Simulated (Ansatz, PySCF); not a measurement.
The pair A = C2H4 (SMILES C=C) (first 6 atoms), B = GeH4 (SMILES [GeH4]); geometry from B3LYP-D3(BJ)/def2-TZVP.
(charge 0, multiplicity 1):
```json
[
 {"atom": "C", "x (Å)": "0.3731", "y (Å)": "0.2588", "z (Å)": "0.0621"},
 {"atom": "C", "x (Å)": "-0.3439", "y (Å)": "-0.8391", "z (Å)": "0.2496"},
 {"atom": "H", "x (Å)": "-0.0747", "y (Å)": "1.1779", "z (Å)": "-0.2957"},
 {"atom": "H", "x (Å)": "1.4373", "y (Å)": "0.2847", "z (Å)": "0.2632"},
 {"atom": "H", "x (Å)": "0.1039", "y (Å)": "-1.7566", "z (Å)": "0.6118"},
 {"atom": "H", "x (Å)": "-1.4089", "y (Å)": "-0.8650", "z (Å)": "0.0531"},
 {"atom": "Ge", "x (Å)": "-0.0180", "y (Å)": "0.3473", "z (Å)": "3.8062"},
 {"atom": "H", "x (Å)": "-0.0213", "y (Å)": "1.6975", "z (Å)": "3.0770"},
 {"atom": "H", "x (Å)": "1.2298", "y (Å)": "-0.4537", "z (Å)": "3.4085"},
 {"atom": "H", "x (Å)": "-1.2803", "y (Å)": "-0.4441", "z (Å)": "3.4383"},
 {"atom": "H", "x (Å)": "0.0039", "y (Å)": "0.5905", "z (Å)": "5.3257"}
]
```

Correlated levels freeze the cores. Filled d and f shells under p-block atoms count as core. CBS(a, b) extrapolates the correlation energy as X⁻³ and adds the Hartree–Fock energy of set b. MP2 and its Hartree–Fock in aug-cc-pVTZ are density fitted.

Codes used: Ansatz (an electronic-structure program); PySCF for the dispersion terms. Each number belongs to the level named beside it.

The monomers are drawn apart, rigid, along the line of their centres of mass. Counterpoise-corrected interaction energies (kcal/mol):

```csv
level,R = 5.211 Å,R = 6.716 Å
PBE-D3(BJ)/def2-TZVPPD,-0.4198,-0.0793
wB97M-V/def2-TZVPPD,-0.3518,-0.0724
"MP2/CBS(aug-cc-pVDZ, aug-cc-pVTZ) + ΔCCSD(T)/aug-cc-pVDZ",-0.3392,-0.0708
```

**Question.** R is the distance of the centres of mass. Find the local exponent m of E ∝ R⁻ᵐ between the two points.

**Answer.** 
m = ln(E₁/E₂)/ln(R₂/R₁): PBE-D3(BJ)/def2-TZVPPD 6.6; wB97M-V/def2-TZVPPD 6.2; MP2/CBS(aug-cc-pVDZ, aug-cc-pVTZ) + ΔCCSD(T)/aug-cc-pVDZ 6.2. For scale, two fixed dipoles give m = 3, dipole and quadrupole 4, quadrupoles 5, and dispersion or dipole-induced dipole 6 at long range; at these distances several terms mix, and what is left of overlap and damping shifts m, so it need not match one of them.
